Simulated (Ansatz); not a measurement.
Z-matrix (Å, degrees):
```
C
N 1 1.446
H 1 1.097 2 110.6
H 1 1.099 2 111.8 3 119.7
H 1 1.091 2 110.8 3 -119.6
C 2 1.443 1 113.1 3 -60.7
Si 2 1.707 1 120.5 3 134.5
H 6 1.097 2 110.5 1 58.7
H 6 1.090 2 110.8 1 178.0
H 6 1.099 2 111.9 1 -61.0
C 7 1.849 2 116.8 1 83.6
O 7 1.638 2 109.7 1 -36.9
Br 7 2.245 2 106.9 1 -156.1
H 11 1.091 7 111.1 2 178.3
H 11 1.092 7 110.5 2 57.7
H 11 1.094 7 109.7 2 -61.7
H 12 0.959 7 116.8 2 -62.5
```

Charge 0, multiplicity 1.

Q: List the r2SCAN/def2-TZVPP orbital energies in eV (Ansatz 0.2.0). (Best estimate.)

A: Ansatz gave: Occupied: -13121.46, -1792.14, -1694.70, -1525.45, -1525.40, -1525.40, -515.93, -385.18, -273.79, -273.69, -272.63, -234.35, -174.55, -174.39, -174.38, -142.38, -97.32, -97.24, -97.18, -68.40, -68.35, -68.35, -68.22, -68.22, -26.60, -23.79, -19.79, -18.54, -18.24, -16.38, -14.05, -12.74, -11.73, -11.66, -10.90, -10.31, -10.17, -9.90, -9.44, -9.43, -9.06, -8.40, -8.25, -7.24, -7.20, -5.52. Lowest empty: 0.52, 0.65, 1.12, 1.92, 2.01, 2.24, 2.66, 2.76.
